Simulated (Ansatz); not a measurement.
Sn(NMeEt)H3 (C3H11NSn). Charge 0, multiplicity 1. Geometry r2SCAN-D4/def2-SVP.

Cartesian coordinates in Å:
```
Sn -0.711 0.738 -1.873
N 0.415 0.569 -0.164
C 1.690 -0.109 -0.255
C -0.269 0.411 1.107
C -0.811 -0.988 1.416
H 2.339 0.191 0.592
H 1.641 -1.221 -0.243
H 2.215 0.182 -1.181
H 0.435 0.709 1.913
H -1.100 1.139 1.152
H -1.299 -1.013 2.404
H -1.556 -1.300 0.665
H -0.008 -1.743 1.424
H -1.309 -0.765 -2.479
H 0.340 1.437 -3.031
H -2.013 1.764 -1.448
```

In the def2 sets Sn takes a core potential; there is no spin–orbit coupling.

(1) Estimate the orbital energies around the gap (eV) in Ansatz with revPBE-D4/def2-TZVP, r2SCAN-D4/def2-TZVP, PBE0-D4/def2-TZVP, PBE0-D4/def2-TZVPD, BHLYP-D4/def2-TZVP.

## Answers

(1) 
```
orbital  revPBE-D4/def2-TZVP  r2SCAN-D4/def2-TZVP  PBE0-D4/def2-TZVP  PBE0-D4/def2-TZVPD  BHLYP-D4/def2-TZVP
 HOMO−9               -11.00               -11.47             -12.66              -12.67              -14.16
 HOMO−8               -10.29               -10.74             -11.94              -11.95              -13.42
 HOMO−7                -9.56                -9.97             -11.11              -11.12              -12.54
 HOMO−6                -9.35                -9.76             -10.90              -10.91              -12.36
 HOMO−5                -8.73                -9.10             -10.21              -10.22              -11.60
 HOMO−4                -8.24                -8.58              -9.67               -9.68              -11.04
 HOMO−3                -7.83                -8.20              -9.13               -9.13              -10.31
 HOMO−2                -7.75                -8.11              -9.05               -9.06              -10.26
 HOMO−1                -7.33                -7.63              -8.63               -8.64               -9.83
   HOMO                -4.64                -4.90              -5.96               -5.98               -7.20
   LUMO                -0.67                -0.42               0.01               -0.12                0.72
 LUMO+1                -0.32                -0.04               0.51               -0.07                1.34
 LUMO+2                 0.40                 0.70               1.04                0.64                1.69
 LUMO+3                 0.57                 0.96               1.21                0.77                1.81
 LUMO+4                 0.93                 1.54               1.67                0.93                2.32
 LUMO+5                 1.49                 2.16               2.21                1.16                2.87
```
